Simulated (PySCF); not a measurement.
# KN: frontier orbitals

M06-L at R = 2.555 Å; K aug-pcseg-1, N aug-pcseg-1; no relativity (PySCF 2.14). State: ³Σ⁻ (triplet), unpaired electrons π ↑↑. Only the outer orbitals are listed, counted within each symmetry.

| spin | orbital | occ. | ε (eV) | on K (%) | main shells (%) |
| --- | --- | --- | --- | --- | --- |
| α | 5σ | 1 | -36.02 | 101 | 100 K s |
| α | 2π | 1 | -19.03 | 100 | 100 K p |
| α | 2π | 1 | -19.03 | 100 | 100 K p |
| α | 6σ | 1 | -18.89 | 95 | 95 K p |
| α | 7σ | 1 | -16.20 | 6 | 94 N s |
| α | 3π | 1 | -4.09 | 2 | 98 N p |
| α | 3π | 1 | -4.09 | 2 | 98 N p |
| α | 8σ | 1 | -2.97 | 5 | 95 N p |
| α | 9σ | 0 | -1.06 | 94 | 73 K s, 20 K p |
| α | 4π | 0 | -0.01 | 104 | 98 K p |
| α | 4π | 0 | -0.01 | 104 | 98 K p |
| β | 5σ | 1 | -36.02 | 101 | 100 K s |
| β | 2π | 1 | -19.04 | 100 | 100 K p |
| β | 2π | 1 | -19.04 | 100 | 100 K p |
| β | 6σ | 1 | -18.84 | 99 | 99 K p |
| β | 7σ | 1 | -11.93 | 0 | 100 N s |
| β | 8σ | 1 | -1.76 | 12 | 87 N p |
| β | 9σ | 0 | -0.76 | 100 | 72 K s, 28 K p |
| β | 3π | 0 | -0.35 | 19 | 81 N p, 15 K p |
| β | 3π | 0 | -0.35 | 19 | 81 N p, 15 K p |

Question: Which are the highest filled and the lowest empty level, where do they sit, and how wide is the gap?

Answer: Highest filled β 8σ at -1.76 eV (in %: 87 N p); lowest empty α 9σ at -1.06 eV (in %: 73 K s, 20 K p); the gap at M06-L is 0.70 eV.

| Item | Value |
| --- | --- |
| bond order (Mayer) | 0.31 |
| ⟨S²⟩ | 2.019 |
| charge on K (Mulliken, basis-dependent) | 0.80 |
| charge on K (Löwdin, basis-dependent) | 0.77 |
| dipole moment (positive dipole means K(−)N(+)) | -9.31 D |

Shares are Mulliken populations and can fall outside 0 to 100 %.

The state is the lowest determinant that a PBE0 search found; another state may lie lower at other levels.
